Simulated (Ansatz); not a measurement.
Ansatz (a first-principles code) input (PBE/STO-3G):

Ansatz 0.2 input:
```yaml
crystal:
  periodic: [false, false, false]
  atoms:
    - {symbol: Se, position_ang: [-0.00000000, -0.00000000, -0.71565625]}
    - {symbol: Cl, position_ang: [0.00000000, 0.00000000, 1.43131250]}
basis:
  gaussian:
    orbitals: STO-3G
hamiltonian:
  xc: {name: PBE}
magnetization: {spin_polarized: true, initial_magnetization: 1}
output: {forces: true}
```

Output:

```
WARN ansatz: RAYON_NUM_THREADS=1 ignored (pool sized by the plan → 1); use --threads N
Functional definition: PBE
integrals: 0.00 GiB planned
267 factors; integrals over basis functions are off by at most 1.2e-5 eV
mean field: 0.07 GiB planned
mean field evaluation 1: about -76991.8495 eV, gradient 4.3e0 eV
mean field evaluation 2: about -76990.9857 eV, gradient 1.0e1 eV
mean field evaluation 4: about -76992.0966 eV, gradient 2.6e-1 eV
mean field evaluation 8: about -76992.0957 eV, gradient 3.7e-2 eV
mean field evaluation 16: about -76992.0957 eV, gradient 3.0e-5 eV
mean field evaluation 32: about -76992.0957 eV, gradient 2.9e-5 eV
mean field -76992.09573106 eV, -2829.4073309997 hartree, gradient 2.9e-5 eV, S^2 0.750455; 1 other end points of the search recorded, 0 dependent functions left out
the calculation of the forces begins
reference -76992.09574452 eV, -2829.4073314941 hartree; 26, 25 occupied and 1, 2 virtual orbitals, 267 factors
Total energy: -76992.09574452 eV, -2829.4073314941 hartree
Atom 0 at    -0.000000    -0.000000    -0.715656 Å, force     0.000000    -0.000000    -1.548971 eV/Å
Atom 1 at     0.000000     0.000000     1.431312 Å, force    -0.000000    -0.000000     1.548971 eV/Å
Dipole moment:    -0.000000    -0.000000    -0.207495 e Å
```
